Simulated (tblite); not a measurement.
Problem. Write Cartesian coordinates for `[H]/N=C\C=C/N([SiH3])[SiH2]F` as optimised with GFN2-xTB.

Solution. 
```xyz
17
C3H9FN2Si2 angstrom
N      3.2663    1.0396    0.6644
C      2.0647    0.6684    0.5151
C      1.5923   -0.5992    0.0214
C      0.3252   -0.9901   -0.1992
N     -0.8361   -0.2488   -0.1703
Si    -0.8962    1.4707   -0.5406
Si    -2.3437   -1.0660    0.1413
F     -1.9859   -2.5819    0.5261
H      3.9543    0.3540    0.3492
H      1.3137    1.3802    0.8498
H      2.3593   -1.3513   -0.1262
H      0.1671   -2.0359   -0.4363
H      0.2330    1.7528   -1.4152
H     -2.1699    1.6454   -1.2438
H     -0.9315    2.2399    0.7035
H     -3.1437   -1.1676   -1.0665
H     -2.9757   -0.4982    1.3167
```

Any rigid rotation of these coordinates is as good. Atoms count from 1 in this order. The 2 C–C bonds span 1.344 Å (C3=C4, drawn double) to 1.440 Å (C2–C3, drawn single), a spread of 0.096 Å. Si6 (SiH3 silicon) is distorted tetrahedral (angles from 104.3° to 115.3°). Of the pairs four or more bonds apart, Si6···H10 is among the closest relative to their van der Waals radii: 2.61 Å, 79 % of the sum of Bondi's values. The C–N distances run from 1.266 Å (N1=C2, drawn double) to 1.378 Å (C4–N5, drawn single), a spread of 0.112 Å.

Bonds between heavy atoms (Å): N1=C2 1.266, C2–C3 1.440, C3=C4 1.344, C4–N5 1.378, N5–Si6 1.760, N5–Si7 1.743, Si7–F8 1.604.

Structure optimised with GFN2-xTB, isolated species.

Point group: C1 (no symmetry element, even within 0.4 Å). Its GFN2-xTB frequencies are all real (lowest 15 cm⁻¹). The numbers are those of one conformer (N1–C2–C3–C4 -177°, C3–C4–N5–Si6 29°, C4–N5–Si7–F8 7°). 3 starts were optimised and ended at 0.00, 0.71 and 2.06 kcal/mol (GFN2-xTB); the lowest of these is shown.

All values are computed, not measured.
